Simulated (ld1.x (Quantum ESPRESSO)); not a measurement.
iron TM: all-electron and pseudo phase curves

| Item | Value |
| --- | --- |
| Element | iron (Fe) |
| Generator | ld1.x (Quantum ESPRESSO) 7.5 |
| Type | norm-conserving Troullier–Martins (Kleinman–Bylander form) |
| Functional | BLYP |
| Relativity | scalar-relativistic |
| Frozen core | [Ne] |
| Valence charge | 16 |
| Reference configuration | 3s2 3p6 3d6 4s0 4p0 (charge +2) |
| Partial waves | 3s (bound): rc 1.25 bohr; 3p (bound): rc 1.10 bohr; 3d (bound): rc 1.05 bohr |
| Local potential | all-electron potential smoothed inside 1.15 bohr (lloc = -2) |
| Core correction | a·sin(br)/r model core inside 1.05 bohr |

The phase is arctan(r·u′/u) with u = r·R(r), unwrapped; energies in Ry, scanned from -10 to 5 Ry. A pole is an energy at which the radial function vanishes at the test radius. The pseudo phase is shifted by a multiple of π to meet the all-electron one at the reference energy, and phase errors are pseudo minus all-electron; the curves can meet again beyond the range given. Levels narrower than the energy grid can be missing from the lists of poles.

**Question.** For each channel, where are the poles, and over which energies does the pseudopotential scatter like the atom?

**Answer.**

```csv
channel,radius (bohr),reference energy (Ry),"poles, all-electron","poles, pseudo",unbroken range about the reference energy with phases within 0.05 rad,phase error 1 Ry above the reference energy (rad)
s,1.35,-8.25,-6.92,"-7.02, 4.59",-9.1 to -5.0,-0.010
p,1.35,-5.76,-4.15,-4.15,below 4.7,+0.000
d,1.35,-1.89,0.10,0.15,below 4.5,+0.003
```

Phases in the d channel:

```
E (Ry)  all-electron  pseudo
-10.00         1.310   1.311
 -9.76         1.306   1.307
 -9.52         1.301   1.302
 -9.28         1.297   1.298
 -9.04         1.292   1.293
 -8.80         1.286   1.288
 -8.56         1.281   1.282
 -8.32         1.275   1.276
 -8.08         1.269   1.270
 -7.84         1.262   1.263
 -7.60         1.255   1.256
 -7.36         1.247   1.248
 -7.12         1.238   1.240
 -6.88         1.229   1.231
 -6.64         1.219   1.221
 -6.40         1.208   1.210
 -6.16         1.196   1.198
 -5.92         1.182   1.184
 -5.68         1.167   1.169
 -5.44         1.149   1.152
 -5.20         1.129   1.132
 -4.96         1.106   1.109
 -4.72         1.079   1.082
 -4.48         1.047   1.051
 -4.24         1.008   1.012
 -4.00         0.961   0.965
 -3.76         0.900   0.904
 -3.52         0.822   0.826
 -3.28         0.716   0.721
 -3.04         0.571   0.576
 -2.80         0.368   0.373
 -2.56         0.092   0.096
 -2.32        -0.243  -0.241
 -2.08        -0.577  -0.577
 -1.84        -0.851  -0.851
 -1.60        -1.052  -1.051
 -1.36        -1.196  -1.195
 -1.12        -1.302  -1.300
 -0.88        -1.381  -1.378
 -0.64        -1.443  -1.439
 -0.40        -1.493  -1.488
 -0.16        -1.534  -1.528
  0.08        -1.568  -1.562
  0.32        -1.598  -1.592
  0.56        -1.625  -1.617
  0.80        -1.649  -1.640
  1.04        -1.671  -1.661
  1.28        -1.691  -1.681
  1.52        -1.710  -1.699
  1.76        -1.729  -1.716
  2.00        -1.747  -1.732
  2.24        -1.764  -1.748
  2.48        -1.782  -1.764
  2.72        -1.800  -1.779
  2.96        -1.817  -1.795
  3.20        -1.836  -1.810
  3.44        -1.855  -1.826
  3.68        -1.875  -1.842
  3.92        -1.896  -1.859
  4.16        -1.918  -1.877
  4.40        -1.943  -1.895
  4.64        -1.969  -1.915
  4.88        -1.998  -1.936
```
